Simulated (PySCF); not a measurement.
Species: C3H7In.
Bonds: In1–C2, C2–C3, C3–C4, C2–C4. Hydrogens: H5, H6 on In1; H7 on C2; H8, H9 on C3; H10, H11 on C4.

Computed by this run: PBE0-D3(BJ)/def2-SVP geometry optimisation, gas phase, def2 core potentials past Kr in PySCF 2.14.0; density fitting, grid level 1; the optimiser is geomeTRIC in internal coordinates, started from a GFN2-xTB structure with every atom displaced at random (about 0.01 Å).

Step 0: E = -8390.7796 eV
```
atom  x, y, z in Å  |  force x, y, z in eV/Å
In1     1.9465    0.2837    0.4217   -0.690   0.566   0.089
C2     -0.2678    0.5786    0.3347    1.754   0.161  -0.167
C3     -0.9414    0.1043   -0.9365    1.171  -0.466   0.896
C4     -1.0339   -0.6825    0.3229   -2.235  -0.092   0.550
H5      2.5678   -1.0972   -0.4074   -0.051  -0.203  -0.097
H6      3.1053    1.3359    1.1985   -0.145  -0.026   0.009
H7     -0.7040    1.4395    0.8285   -0.139   0.235   0.198
H8     -1.7657    0.6533   -1.3071   -1.192   0.622  -0.381
H9     -0.2953   -0.3065   -1.6888    0.325  -0.218  -0.740
H10    -0.5386   -1.6353    0.3846    0.385  -0.619  -0.016
H11    -2.0360   -0.7013    0.8330    0.817   0.040  -0.342
```

Step 1: E = -8390.9473 eV
```
atom  x, y, z in Å  |  force x, y, z in eV/Å
In1     1.9583    0.3012    0.4042    0.012  -0.049   0.009
C2     -0.1702    0.5113    0.3191   -0.058   0.103   0.053
C3     -0.9171    0.0828   -0.9294   -0.098   0.252  -0.107
C4     -1.0767   -0.7001    0.3240   -0.015  -0.145   0.046
H5      2.6191   -1.0754   -0.4295    0.018  -0.002  -0.005
H6      2.9702    1.4240    1.2457    0.038   0.026   0.014
H7     -0.5800    1.3916    0.8313   -0.006  -0.075  -0.070
H8     -1.7573    0.7096   -1.2686    0.190  -0.151   0.085
H9     -0.3386   -0.3562   -1.7483   -0.057  -0.041  -0.041
H10    -0.6447   -1.7080    0.3762   -0.007   0.098  -0.008
H11    -2.0261   -0.6083    0.8593   -0.017  -0.017   0.025
```

Q: Estimate the geometry and energy of step 2. (The exact step hangs on the optimiser's Hessian estimate; all steps are aligned on step 1, rigid shifts and turns removed.)

A: E = -8390.9504 eV, largest force 0.102 eV/Å
```
atom  x, y, z in Å  |  force x, y, z in eV/Å
In1     1.9628    0.2963    0.4097   -0.043   0.013   0.001
C2     -0.1726    0.5155    0.3144    0.059  -0.011  -0.025
C3     -0.9239    0.0886   -0.9320    0.077   0.022  -0.010
C4     -1.0754   -0.6995    0.3214   -0.087   0.003   0.054
H5      2.6331   -1.0801   -0.4191    0.001   0.004   0.006
H6      2.9779    1.4238    1.2515    0.001  -0.011  -0.004
H7     -0.5846    1.3935    0.8232   -0.018  -0.006  -0.013
H8     -1.7622    0.7104   -1.2632    0.014  -0.018   0.021
H9     -0.3585   -0.3602   -1.7555   -0.028   0.007  -0.025
H10    -0.6374   -1.7022    0.3699    0.019   0.015  -0.016
H11    -2.0223   -0.6136    0.8636    0.006  -0.019   0.010
```

The energy changes by -0.0031 eV. The first-order estimate −F·Δx gives -0.0056 eV and the mean of the old and new forces, exact on a quadratic surface, -0.0031 eV. The step makes an angle of 72° with the force vector and moves no atom by more than 0.021 Å.

The cost below is that of the whole optimisation. On Arm Neoverse V1, one thread, shared host with 32 logical CPUs at a one-minute load of 9.9, this took 26 s and 0.43 GiB of memory at its peak.
